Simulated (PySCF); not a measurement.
m-cymene (SMILES Cc1cccc(C(C)C)c1)

Molfile (atoms numbered from 1):
```
C10H14
     RDKit          3D

 24 24  0  0  0  0  0  0  0  0999 V2000
    2.9650    1.0641    1.1562 C   0  0  0  0  0  0  0  0  0  0  0  0
    1.9332    0.2632    0.4149 C   0  0  0  0  0  0  0  0  0  0  0  0
    2.3057   -0.8107   -0.4027 C   0  0  0  0  0  0  0  0  0  0  0  0
    1.3398   -1.5666   -1.0602 C   0  0  0  0  0  0  0  0  0  0  0  0
   -0.0117   -1.2599   -0.9124 C   0  0  0  0  0  0  0  0  0  0  0  0
   -0.4149   -0.1918   -0.1063 C   0  0  0  0  0  0  0  0  0  0  0  0
   -1.8824    0.1482    0.0545 C   0  0  0  0  0  0  0  0  0  0  0  0
   -2.3448   -0.0204    1.5014 C   0  0  0  0  0  0  0  0  0  0  0  0
   -2.2006    1.5466   -0.4733 C   0  0  0  0  0  0  0  0  0  0  0  0
    0.5726    0.5553    0.5461 C   0  0  0  0  0  0  0  0  0  0  0  0
    2.6428    2.1061    1.2978 H   0  0  0  0  0  0  0  0  0  0  0  0
    3.1480    0.6400    2.1580 H   0  0  0  0  0  0  0  0  0  0  0  0
    3.9280    1.0725    0.6252 H   0  0  0  0  0  0  0  0  0  0  0  0
    3.3650   -1.0532   -0.5252 H   0  0  0  0  0  0  0  0  0  0  0  0
    1.6422   -2.4012   -1.6978 H   0  0  0  0  0  0  0  0  0  0  0  0
   -0.7674   -1.8546   -1.4333 H   0  0  0  0  0  0  0  0  0  0  0  0
   -2.4442   -0.5754   -0.5609 H   0  0  0  0  0  0  0  0  0  0  0  0
   -2.1354   -1.0353    1.8712 H   0  0  0  0  0  0  0  0  0  0  0  0
   -1.8316    0.6902    2.1689 H   0  0  0  0  0  0  0  0  0  0  0  0
   -3.4273    0.1619    1.5913 H   0  0  0  0  0  0  0  0  0  0  0  0
   -1.6838    2.3220    0.1145 H   0  0  0  0  0  0  0  0  0  0  0  0
   -1.8860    1.6583   -1.5216 H   0  0  0  0  0  0  0  0  0  0  0  0
   -3.2813    1.7514   -0.4147 H   0  0  0  0  0  0  0  0  0  0  0  0
    0.2774    1.3981    1.1791 H   0  0  0  0  0  0  0  0  0  0  0  0
  1  2  1  0
  2  3  1  0
  3  4  2  0
  4  5  1  0
  5  6  2  0
  6  7  1  0
  7  8  1  0
  7  9  1  0
  6 10  1  0
 10  2  2  0
  1 11  1  0
  1 12  1  0
  1 13  1  0
  3 14  1  0
  4 15  1  0
  5 16  1  0
  7 17  1  0
  8 18  1  0
  8 19  1  0
  8 20  1  0
  9 21  1  0
  9 22  1  0
  9 23  1  0
 10 24  1  0
M  END
```

Computed, not measured: TDDFT CAM-B3LYP/def2-SVPD excited states, vertical, gas phase (PySCF). Geometry: PBE0-D3(BJ)/def2-SVP.

(1) Give the one- and two-photon strengths of the lowest singlets.

## Answers

(1) δ for parallel linear polarisation; σ at the peak of a Lorentzian of half width 0.1 eV, single beam; Ω is circular over linear.
```csv
state,E (eV),f,photon λ (nm),δ (au),σ (GM),Ω,main
S1,5.32,0.004,466,1.94,0.02,1.14,"HOMO→LUMO 0.60, HOMO−1→LUMO+1 0.39"
S2,5.99,0.007,414,10.4,0.14,0.35,"HOMO→LUMO+1 0.50, HOMO−1→LUMO 0.48"
S3,6.77,0.006,366,12,0.20,1.50,"HOMO→LUMO+2 0.81, HOMO→LUMO+4 0.10"
S4,6.82,0.590,364,1.14,0.02,1.19,"HOMO−1→LUMO 0.38, HOMO→LUMO+1 0.35"
S5,6.83,0.698,363,1.76,0.03,1.42,"HOMO−1→LUMO+1 0.44, HOMO→LUMO 0.29"
S6,6.95,0.000,357,39.9,0.71,1.50,HOMO−1→LUMO+2 0.84
```

Among these, the strongest one-photon state is S5, the strongest two-photon state S6, with a dipole change of 1.2 D (relaxed, norm of the difference vector).
